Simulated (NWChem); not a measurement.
Species: CAlCl2NO; SMILES C(=O)=[N][Al]([Cl])[Cl]

```xyz
6

Al     0.0000     0.4275     0.0031
Cl    -1.7977     1.4707     0.0020
Cl     1.8026     1.4622     0.0020
N     -0.0036    -1.3269     0.0061
C     -0.0043    -2.5295     0.0012
O     -0.0050    -3.6945    -0.0032
```
Atoms are numbered in this order, from 1.

Level: PBE0/def2-SVP (NWChem), optimised geometry, unscaled harmonic frequencies. 

```tsv
frequency (cm⁻¹)	IR intensity (km/mol)
54	0.6
88	1.9
145	9.5
217	15.1
239	51.6
393	0.3
637	0.4
646	225.0
650	37.0
672	226.4
1539	55.9
2467	1600.1
```

```yaml
zero_point_energy: 11.1 kcal/mol
thermal correction to the enthalpy at 298.15 K (with zero-point energy): 16.0 kcal/mol
heat capacity Cv: 20.6 cal/(mol K)
entropy at 298.15 K and 1 atm (symmetry number 2): 86.3 cal/(mol K)
dipole_moment: 0.60 D
```

Rigid rotor and harmonic oscillator; modes under 100 cm⁻¹ make the entropy uncertain.
